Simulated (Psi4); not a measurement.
HClSi (SMILES [SiH]Cl), singlet, at a GFN2-xTB geometry. Base run: TPSS/cc-pVDZ in Psi4 1.11.

The Psi4 input:
```
memory 2 GB

molecule mol {
0 1
  Si    0.793635   -0.215555    0.717313
  H     1.842392   -0.415410   -0.312898
  Cl   -0.761958    0.201951   -0.572322
}

set basis cc-pvdz
set reference rks

energy('tpss')
print_variables()
```

Each row names what was changed in the base input (with any setting that the change needs).

```json
[
 {"change": "base", "basis functions": "41", "E (Eh)": "-750.32290", "dipole (D)": "0.86"},
 {"change": "basis = STO-3G", "basis functions": "19", "E (Eh)": "-741.93180", "dipole (D)": "2.07"},
 {"change": "basis = 3-21G", "basis functions": "28", "E (Eh)": "-746.55196", "dipole (D)": "1.54"},
 {"change": "basis = def2-SV(P)", "basis functions": "?", "E (Eh)": "?", "dipole (D)": "?"},
 {"change": "basis = pcseg-1", "basis functions": "41", "E (Eh)": "-750.29036", "dipole (D)": "1.05"},
 {"change": "basis = def2-SVPD", "basis functions": "59", "E (Eh)": "-750.09261", "dipole (D)": "0.91"},
 {"change": "basis = aug-cc-pVDZ", "basis functions": "?", "E (Eh)": "?", "dipole (D)": "0.86"},
 {"change": "basis = 6-311+G(2d,p)", "basis functions": "76", "E (Eh)": "-750.34282", "dipole (D)": "0.86"},
 {"change": "basis = def2-TZVP", "basis functions": "?", "E (Eh)": "?", "dipole (D)": "0.80"},
 {"change": "basis = pcseg-2", "basis functions": "82", "E (Eh)": "-750.35706", "dipole (D)": "0.97"},
 {"change": "basis = cc-pV(T+d)Z", "basis functions": "?", "E (Eh)": "?", "dipole (D)": "?"},
 {"change": "basis = def2-TZVPP", "basis functions": "98", "E (Eh)": "-750.34527", "dipole (D)": "0.80"},
 {"change": "basis = def2-TZVPD", "basis functions": "98", "E (Eh)": "-750.34579", "dipole (D)": "0.82"}
]
```

### Question
Complete the blanks.

### Answer

- basis = def2-SV(P), basis functions: 38
- basis = def2-SV(P), E (Eh): -750.08162
- basis = def2-SV(P), dipole (D): 0.78
- basis = aug-cc-pVDZ, basis functions: 63
- basis = aug-cc-pVDZ, E (Eh): -750.32699
- basis = def2-TZVP, basis functions: 80
- basis = def2-TZVP, E (Eh): -750.34487
- basis = cc-pV(T+d)Z, basis functions: 92
- basis = cc-pV(T+d)Z, E (Eh): -750.35740
- basis = cc-pV(T+d)Z, dipole (D): 0.81

Totals compare only among sets that treat the same electrons; sets with core potentials leave the core out.
